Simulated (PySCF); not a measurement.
A species of formula C3H8BP has this rotational fingerprint, computed with PySCF, PBE0-D3(BJ)/def2-SVP geometry optimisation, gas phase:

- Rotational constants: A = 13737, B = 1621, C = 1595 MHz
- Dipole components: |μa| = 1.20 D, |μb| = 0.76 D, |μc| = 0.45 D
- Inertial defect: -31.71 u·Å²
- κ: -1.00

Question: Which structure is it? (One computed conformer of each.)
A. `[CH:1]#[C:2][CH2:3][BH2-:4][PH3+:5]` with C2–C3–B4–P5 -47°
B. `[PH2:1][BH:2][CH:3]1[CH2:4][CH2:5]1` with H–P1–B2–C3 -142° and -41°, P1–B2–C3–C4 -143°
C. `[CH2:1]=[CH:2][CH2:3][BH:4][PH2:5]` with C1–C2–C3–B4 -111°, C2–C3–B4–P5 -6°, C3–B4–P5–H 43° and 147°

Answer: B. It is PBC1CC1. The candidates at the same level (rigid rotor, commonest isotopes):

```json
{"SMILES": "C#CC[BH2-][PH3+]", "A (MHz)": "6007", "B (MHz)": "2458", "C (MHz)": "1872", "μa (D)": "2.49", "μb (D)": "2.75", "μc (D)": "1.05", "Δ (u·Å²)": "-19.80", "point group": "C1", "rotor": "asymmetric top"}
{"SMILES": "C=CCBP", "A (MHz)": "7200", "B (MHz)": "2050", "C (MHz)": "1711", "μa (D)": "0.39", "μb (D)": "0.17", "μc (D)": "0.60", "Δ (u·Å²)": "-21.33", "point group": "C1", "rotor": "asymmetric top"}
{"SMILES": "PBC1CC1", "A (MHz)": "13737", "B (MHz)": "1621", "C (MHz)": "1595", "μa (D)": "1.20", "μb (D)": "0.76", "μc (D)": "0.45", "Δ (u·Å²)": "-31.71", "point group": "–", "rotor": "–"}
```

`C#CC[BH2-][PH3+]` has A 56 % too low; `C=CCBP` has A 48 % too low. No structure here is proved a minimum.
